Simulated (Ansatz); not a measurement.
The cation of C4H6F4, SMILES `FCC(F)(CF)CF` at the neutral geometry.

```yaml
crystal:
  periodic: [false, false, false]
  atoms:
    - {symbol: F, position_ang: [-2.037479, -0.086939, 1.212151]}
    - {symbol: C, position_ang: [-0.809263, -0.665923, 0.987120]}
    - {symbol: C, position_ang: [-0.205304, -0.123049, -0.289250]}
    - {symbol: F, position_ang: [-1.001385, -0.519821, -1.355238]}
    - {symbol: C, position_ang: [-0.213007, 1.398569, -0.331268]}
    - {symbol: F, position_ang: [0.521338, 1.898973, 0.722885]}
    - {symbol: C, position_ang: [1.196555, -0.647060, -0.502760]}
    - {symbol: F, position_ang: [1.262707, -2.003276, -0.270031]}
    - {symbol: H, position_ang: [-0.942857, -1.745127, 0.899427]}
    - {symbol: H, position_ang: [-0.157338, -0.438935, 1.834761]}
    - {symbol: H, position_ang: [-1.240296, 1.756508, -0.251528]}
    - {symbol: H, position_ang: [0.231053, 1.751345, -1.266347]}
    - {symbol: H, position_ang: [1.493313, -0.460088, -1.538433]}
    - {symbol: H, position_ang: [1.889064, -0.144377, 0.177412]}
basis:
  gaussian: {orbitals: def2-TZVPP}
total_charge: 1
magnetization: {spin_polarized: true, initial_magnetization: 1}
hamiltonian: {xc: pbe, dispersion: d4}
```

```sh
$ ansatz run in.yaml --threads 2 --pin off --events-out ev --progress --plain --max-ram 32768MiB --backend cuda --devices 0, --max-vram 18GiB
```

It prints (some lines left out):

```
Functional definition: PBE
1698 factors; their error is unknown
mean field evaluation 1: about -15079.2401 eV, gradient 5.6e1 eV
mean field evaluation 2: about -15061.9163 eV, gradient 8.6e1 eV
mean field evaluation 4: about -15090.1410 eV, gradient 2.4e1 eV
mean field evaluation 8: about -15092.4837 eV, gradient 6.4e0 eV
mean field evaluation 16: about -15092.7002 eV, gradient 7.5e-2 eV
mean field evaluation 32: about -15092.6530 eV, gradient 6.0e-5 eV
mean field -15092.65301904 eV, -554.6447682822 hartree, gradient 7.3e-6 eV, S^2 0.750765; 10 other end points of the search recorded, 0 dependent functions left out
reference -15092.65305328 eV, -554.6447695404 hartree; 33, 32 occupied and 299, 300 virtual orbitals, 1698 factors
Total energy: -15092.90634371 eV, -554.6540777920 hartree
```

Hardware: 2 threads of an AMD EPYC 7R13 on a shared host and a share of an NVIDIA H100 80 GB. Wall time 26 s, peak host memory 0.93 GiB.
